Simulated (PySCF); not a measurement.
Propyl acetate, C5H10O2.
Geometry (GFN2-xTB, Å), atoms numbered from 1 in this order:
```
atom  x, y, z in Å
C1    -2.7516   -0.3545   -0.0025
C2    -1.2676   -0.6411    0.1813
C3    -0.5028    0.6248    0.5608
O4     0.8812    0.3550    0.7832
C5     1.6819    0.3316   -0.2884
C6     3.1054    0.0496    0.1172
O7     1.3083    0.5317   -1.4132
H8    -2.9038    0.3777   -0.7918
H9    -3.2780   -1.2660   -0.2728
H10   -3.1844    0.0340    0.9166
H11   -1.1246   -1.3894    0.9640
H12   -0.8499   -1.0344   -0.7472
H13   -0.8701    1.0355    1.5039
H14   -0.5989    1.3729   -0.2336
H15    3.6752   -0.2761   -0.7474
H16    3.5450    0.9645    0.5094
H17    3.1276   -0.7037    0.8989
```

Method used: PBE0/pcSseg-1 in PySCF (dipole) on a GFN2-xTB geometry, gas phase.

Masses are those of the commonest isotopes; rigid-rotor values at the optimised geometry. The values belong to one conformer with, in the numbering `[CH3:1][CH2:2][CH2:3][O:4][C:5]([CH3:6])=[O:7]`, C1–C2–C3–O4 178°, C2–C3–O4–C5 84°, C3–O4–C5–C6 179°.

**Question.** What are A, B and C (cm⁻¹)?

**Answer.** Ia = 73.42, Ib = 387.45, Ic = 418.26 u·Å²; 505379 MHz·u·Å²/I gives 6883, 1304 and 1208 MHz, that is A = 0.22960, B = 0.04351, C = 0.04030 cm⁻¹.

**Question.** What kind of rotor is it?

**Answer.** A near-prolate asymmetric top: κ = (2 × 1304 − 6883 − 1208)/(6883 − 1208) = -0.97.

**Question.** Is it planar, by Δ = Ic − Ia − Ib?

**Answer.** Not planar: Δ = Ic − Ia − Ib = -42.62 u·Å². For a rigid frame Δ = −2 Σ m c², so Σ m c² = 21.31 u·Å² lies off the ab plane: 9.43 from hydrogen and 11.88 from heavier atoms. The atom farthest from that plane is 1.33 Å away.

**Question.** Where do the levels up to J = 5 lie, in MHz?

**Answer.** Above 0(0,0):
J = 1: 1(0,1) 2513, 1(1,1) 8091, 1(1,0) 8187
J = 2: 2(0,2) 7537, 2(1,2) 13021, 2(1,1) 13309, 2(2,1) 30045, 2(2,0) 30046
J = 3: 3(0,3) 15070, 3(1,3) 20414, 3(1,2) 20990, 3(2,2) 37583, 3(2,1) 37589, 3(3,1) 65718, 3(3,0) 65718
J = 4: 4(0,4) 25108, 4(1,4) 30270, 4(1,3) 31230, 4(2,3) 47633, 4(2,2) 47651, 4(3,2) 75771, 4(3,1) 75771, 4(4,1) 115156, 4(4,0) 115156
J = 5: 5(0,5) 37647, 5(1,5) 42588, 5(1,4) 44028, 5(2,4) 60193, 5(2,3) 60236, 5(3,3) 88338, 5(3,2) 88338, 5(4,2) 127722, 5(4,1) 127722, 5(5,1) 178360, 5(5,0) 178360
Those of J = 1 are B + C, A + C and A + B.

**Question.** Which lines would a microwave search look for?

**Answer.** The dipole components are |μa| = 0.42 D, |μb| = 1.77 D, |μc| = 0.20 D. The squared components, which scale the intensities, stand as 0.06 : 1.00 : 0.01 (a : b : c). Some lines, for components of 0.1 D or more:

```csv
type,branch,"J(Ka,Kc)",MHz,lower level (cm⁻¹)
a,Q,"3(1,2) ← 3(1,3)",576,0.681
a,R,"1(0,1) ← 0(0,0)",2513,0.000
a,R,"2(1,2) ← 1(1,1)",4929,0.270
a,R,"2(1,1) ← 1(1,0)",5121,0.273
c,Q,"3(1,3) ← 3(0,3)",5344,0.503
b,Q,"3(1,2) ← 3(0,3)",5920,0.503
a,R,"3(0,3) ← 2(0,2)",7533,0.251
a,R,"3(2,1) ← 2(2,0)",7543,1.002
c,R,"1(1,0) ← 0(0,0)",8187,0.000
b,R,"3(1,3) ← 2(0,2)",12877,0.251
b,Q,"3(2,1) ← 3(1,2)",16599,0.700
b,Q,"2(2,0) ← 2(1,1)",16737,0.444
b,R,"2(2,1) ← 1(1,0)",21858,0.273
c,R,"2(2,0) ← 1(1,0)",21859,0.273
b,R,"2(2,0) ← 1(1,1)",21955,0.270
b,R,"3(2,2) ← 2(1,1)",24274,0.444
c,R,"3(2,1) ← 2(1,1)",24280,0.444
b,R,"3(2,1) ← 2(1,2)",24569,0.434
b,Q,"3(3,1) ← 3(2,2)",28135,1.254
b,R,"3(3,1) ← 2(2,0)",35671,1.002
c,R,"3(3,0) ← 2(2,0)",35671,1.002
c,R,"3(3,1) ← 2(2,1)",35673,1.002
```

**Question.** Estimate the classical rotational partition function at 10 K, 200 K and 500 K.

**Answer.** Point group C1, symmetry number σ = 1; q = (√π/σ)·√((kT/h)³/(ABC)), k/h = 20836.6 MHz/K: 1620 at 10 K, 145000 at 200 K, 572000 at 500 K.

No GFN2-xTB frequencies stand behind this structure, so it isn't proved a minimum. Zero-point vibration and centrifugal distortion are left out. A rigid rotor knows nothing of internal rotation, which can split or shift real lines.
